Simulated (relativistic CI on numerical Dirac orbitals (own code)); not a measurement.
Hyperfine structure of Xe16+, mass number 131

Computed by Dirac-Coulomb-Breit CI, separate exchange-only KLI orbitals for each configuration, model QED, unscaled Slater integrals (own radial code, finite nucleus).

Configuration list (outside the closed core [Ar] 3d10): 4s2.4p6.4d2, 4s2.4p5.4d3, 4s2.4p6.4d.4f, 4s.4p6.4d3, 4s2.4p5.4d2.4f, 4s2.4p6.4d.5s, 4s2.4p6.4d.5p, 4s.4p6.4d2.4f, 4s2.4p6.4f.5s, 4s2.4p6.4d.5d, 4s2.4p6.4f2, 4s2.4p5.4f3, 4s2.4p6.5s2, 4s2.4p5.4f.5s2, 4s2.4p6.4f.5p, 4s2.4p5.4f2.5p. Double excitations out of closed p, d and f shells are left out; levels of such configurations are missing from the list, as are those of other unlisted configurations, and high levels can miss mixing partners. These lack a partner that the ground configuration has and come out too high: 4s.4p6.4d2.4f.

Nuclear spin I = 3/2, μ = 0.69185 μN, Q = -0.114 b (tables of Stone and Pyykkö). The electronic factors are computed for point nuclear moments, without core polarisation or the Bohr-Weisskopf and QED corrections.

```json
{"Level": "4s2.4p6.4d2 3F_2", "E (cm⁻¹)": "0", "A (MHz)": "2551", "B (MHz)": "-124"}
{"Level": "4s2.4p6.4d2 3F_3", "E (cm⁻¹)": "17590", "A (MHz)": "1506", "B (MHz)": "-193"}
{"Level": "4s2.4p6.4d2 3F_4", "E (cm⁻¹)": "31876", "A (MHz)": "1293", "B (MHz)": "-377"}
{"Level": "4s2.4p6.4d2 3P_1", "E (cm⁻¹)": "41376", "A (MHz)": "-13.55", "B (MHz)": "-191"}
{"Level": "4s2.4p6.4d2 1G_4", "E (cm⁻¹)": "58945", "A (MHz)": "1400", "B (MHz)": "-992"}
{"Level": "4s2.4p6.4d2 3P_2", "E (cm⁻¹)": "61854", "A (MHz)": "1063", "B (MHz)": "317"}
{"Level": "4s2.4p5.4d3 5D°_1", "E (cm⁻¹)": "656246", "A (MHz)": "4504", "B (MHz)": "-1290"}
```

Levels with J = 0, under 50 % of one LS term, or S terms without an open s electron are left out. Small factors come from cancelling terms and can be off by tens of per cent or more.

At this charge energies of transitions that change n are usually good to better than 1 %, and those within a shell (Δn = 0) to a few per cent. Terms inside the open d or f shell come out 10 to 20 % too wide with unscaled integrals.

(1) Give the hyperfine levels of 4s2.4p6.4d2 3F_2 relative to its centre of gravity.

Results:

(1) With K = F(F + 1) − I(I + 1) − J(J + 1), E = AK/2 + B[¾K(K + 1) − I(I + 1)J(J + 1)]/[2I(2I − 1)J(2J − 1)]: F = 1/2: -11590, F = 3/2: -7654, F = 5/2: -1198, F = 7/2: 7623 MHz.

LS names give the leading component of a level, which can be under half, so a name can repeat, a term be missing and a line seem to break the LS rules.
